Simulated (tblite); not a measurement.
Run record: tight-binding relaxation, `C[N+](C)([GaH3-])[C@H]1C=NC1`.

Computed with GFN2-xTB geometry optimisation, gas phase (tblite 0.8.0). Start geometry: from a force field or distance geometry. The input is one job of a driver script: a line of settings, then coordinates in Å.

Command:
```bash
OMP_NUM_THREADS=1 python probes_run.py task.json out
```

Input:
```
{"job": {"kind": "relax", "xc": "GFN2-xTB", "basis": "xTB"}, "charge": 0, "multiplicity": 1}
C     -1.280200    -1.122500    -0.509900
N     -0.493600     0.049500    -0.081400
C     -1.237300     1.268300    -0.398700
Ga    -0.347600    -0.015200     1.878700
C      0.798300     0.065100    -0.826600
C      1.818900     1.039400    -0.298400
N      2.678500     0.051500    -0.026100
C      1.758200    -0.929600    -0.505400
H     -2.287800    -1.125300    -0.026700
H     -0.792700    -2.075300    -0.233000
H     -1.441800    -1.114600    -1.613900
H     -0.706300     2.176600    -0.058300
H     -2.251400     1.275900     0.097800
H     -1.405300     1.362000    -1.502600
H      0.712800     1.079200     2.406000
H     -1.786300     0.301300     2.551100
H      0.108000    -1.489900     2.363900
H      0.658900     0.186000    -1.933800
H      1.855300     2.121900    -0.180300
H      2.166000    -1.448100    -1.401600
H      1.466400    -1.639200     0.298800
```

Output:
```
step      E/eV     max force
  0    -661.02858    4.930
  1    -661.51894    1.758
  2    -661.63569    1.126
  3    -661.72916    0.445
  4    -661.75980    0.426
  5    -661.79323    0.242
  6    -661.80030    0.224
  7    -661.81286    0.231
  8    -661.81966    0.200
  9    -661.82367    0.112
... (43 lines left out)
 53    -661.85245    0.017
 54    -661.85250    0.018
 55    -661.85254    0.017
 56    -661.85259    0.014
 57    -661.85262    0.013
 58    -661.85265    0.013
 59    -661.85269    0.018
 60    -661.85272    0.016
 61    -661.85276    0.011
 62    -661.85278    0.010
```

«max force» is the largest atomic force in eV/Å.

Q: From which step on does the largest force stay under 0.1 eV/Å, and how much energy is left to gain from there?

A: From step 17 (0.066 eV/Å), 10.1 meV above the end.

Summary of the converged run: energy lowered by 19.0 kcal/mol over 62 steps; largest atomic force 0.010 eV/Å at the end.

Q: Give the final coordinates.

A: 0.124 Å rms from the input after alignment:
```
atom  x, y, z in Å
C1    -1.3229   -1.1012   -0.5492
N2    -0.5309    0.0480   -0.1242
C3    -1.2586    1.2860   -0.3898
Ga4   -0.2928   -0.0058    1.9667
C5     0.7423    0.0812   -0.8278
C6     1.8058    0.9868   -0.2715
N7     2.6894    0.0977   -0.0316
C8     1.7980   -0.9919   -0.4562
H9    -2.2213   -1.1522    0.0705
H10   -0.7485   -2.0155   -0.3962
H11   -1.6074   -1.0248   -1.6043
H12   -0.6894    2.1276    0.0095
H13   -2.2188    1.2507    0.1275
H14   -1.4261    1.4325   -1.4624
H15    0.6047    1.2018    2.2669
H16   -1.7776    0.1864    2.3440
H17    0.2327   -1.4175    2.2794
H18    0.5903    0.1869   -1.9141
H19    1.8910    2.0543   -0.1485
H20    2.2052   -1.5845   -1.2749
H21    1.5259   -1.6295    0.3856
```

On Arm Neoverse V2, one thread, no GPU, on a shared host, this took 0.46 s wall.
Labels such as C1 count atoms from 1, the log's own numbers from 0.
